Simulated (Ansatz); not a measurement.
Stepwise reaction of `[CH3][AlH][O][SiH2]C` with hydrogen, as a gas-phase model of exchange steps in deposition or etching. ΔE in kJ/mol.

Computed with Ansatz on PBE0-D4/def2-TZVP structures; ΔE is electronic, products minus reactants. CCSD(T)/CBS is the MP2 limit (def2-TZVPP, def2-QZVPP) plus CCSD(T) − MP2 in def2-TZVPP, frozen cores. This one scheme is used for every species. Functionals use def2-TZVPP. B3LYP here is the variant with VWN-RPA as its local correlation; programs differ in this. Each species was taken in one conformer, which may not be the lowest.

```
step                                              reaction  PBE-D4  B3LYP-D4  ωB97M-V  CCSD(T)/CBS
   2  `[CH3][AlH][O][SiH3]` + H₂ → `[AlH2][O][SiH3]` + CH₄   -17.1     -23.4    -20.9        -20.6
```

(1) Give the row of step 1, `[CH3][AlH][O][SiH2]C` + H₂ → `[CH3][AlH][O][SiH3]` + CH₄. (Best estimate.)

(2) By hand: ΔE of the 2 steps together at CCSD(T)/CBS.

Answers

(1) The calculation gave: 
```tsv
step	reaction	PBE-D4	B3LYP-D4	ωB97M-V	CCSD(T)/CBS
1	`[CH3][AlH][O][SiH2]C` + H₂ → `[CH3][AlH][O][SiH3]` + CH₄	-17.3	-22.9	-19.7	-19.8
```

(2) (-19.8) + (-20.6) = -40.4 kJ/mol, or -20.2 kJ/mol a step.

In ΔE the steps differ by no more than 0.8 kJ/mol. All are downhill at CCSD(T)/CBS. PBE-D4 differs from CCSD(T)/CBS by 2.5 to 3.5 kJ/mol a step. Isolated molecules leave out the surface, adducts and barriers. Largest T1 diagnostic: 0.012.
